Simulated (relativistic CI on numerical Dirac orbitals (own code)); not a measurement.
## What each ingredient does to the levels of Ag9+

Base calculation: Dirac-Coulomb-Breit CI, separate exchange-only KLI orbitals for each configuration, QED by a radiative potential, unscaled Slater integrals.

CI space (outside the closed core [Ar] 3d10): 4s2 4p6 4d2, 4s2 4p5 4d3, 4s2 4p6 4d 4f, 4s2 4p6 4d 5s, 4s2 4p6 4d 5p, 4s 4p6 4d3, 4s2 4p5 4d2 4f, 4s2 4p6 5s 5p, 4s2 4p6 4f 5s, 4s2 4p6 4d 5d, 4s2 4p6 4f2, 4s2 4p5 4f3, 4s2 4p6 5s2, 4s2 4p5 4f 5s2, 4s2 4p6 5p2, 4s2 4p5 4f 5p2, 4s2 4p6 4f 5p, 4s2 4p5 4f2 5p. Double excitations out of closed p, d and f shells are left out; levels of such configurations are missing from the list, as are those of other unlisted configurations, and high levels can miss mixing partners.

Variants: (1) P86 correlation estimate; (2) QED terms removed. Shifts of the energy above 4s2 4p6 4d2 3F_2, in cm⁻¹, for the lowest level and the first level of each name with at least 55 % of one term (blank where a level changes its place among those of its configuration and J or its character, or is not in the variant):

| Level | Base | Δ(1) | Δ(2) |
| --- | --- | --- | --- |
| 4s2 4p6 4d2 3F_2 | 0 | 0 | 0 |
| 4s2 4p6 4d2 3F_3 | 5403 | 0 | -19 |
| 4s2 4p6 4d2 3F_4 | 10909 | 0 | -34 |
| 4s2 4p6 4d2 3P_0 | 20012 | +7 | -6 |
| 4s2 4p6 4d2 3P_1 | 22475 | +7 | -17 |
| 4s2 4p6 4d2 3P_2 | 29099 | +5 | -39 |
| 4s2 4p6 4d2 1G_4 | 31590 | +4 | -26 |
| 4s2 4p6 4d2 1S_0 | 75481 | +5 | -30 |
| 4s2 4p6 4d 5s 3D_1 | 396264 | +7295 | -394 |
| 4s2 4p6 4d 5s 3D_2 | 397790 | +7296 | -396 |
| 4s2 4p6 4d 5s 3D_3 | 403912 | +7295 | -418 |
| 4s2 4p6 4d 5s 1D_2 | 408825 | +7298 | -415 |
| 4s2 4p5 4d3 5S°_2 | 442690 | +985 | +41 |
| 4s2 4p5 4d3 5D°_1 | 443120 | +984 | +58 |
| 4s2 4p5 4d3 5D°_0 | 444525 | +983 | +54 |
| 4s2 4p5 4d3 5F°_5 | 453017 | +984 | +39 |
| 4s2 4p5 4d3 5F°_1 | 456223 | +993 | +45 |
| 4s2 4p5 4d3 5G°_6 | 462236 | +986 | +36 |
| 4s2 4p5 4d3 3G°_3 | 464035 | +1381 | +27 |
| 4s2 4p5 4d3 3G°_4 | 467304 | +1256 | +25 |
| 4s2 4p5 4d3 3H°_6 | 483342 | +1115 | +36 |
| 4s2 4p5 4d3 3P°_0 | 484353 | +1107 | +14 |

At this charge energies of transitions that change n are usually good to better than 1 %, and those within a shell (Δn = 0) to a few per cent. Terms inside the open d or f shell come out 10 to 20 % too wide with unscaled integrals.

Ionisation energy from the two ground configurations alone: base 167.039 eV; P86 correlation estimate 168.562 eV. The NIST ASD value (theoretical) is 167 eV.

LS names give the leading component of a level, which can be under half, so a name can repeat, a term be missing and a line seem to break the LS rules.
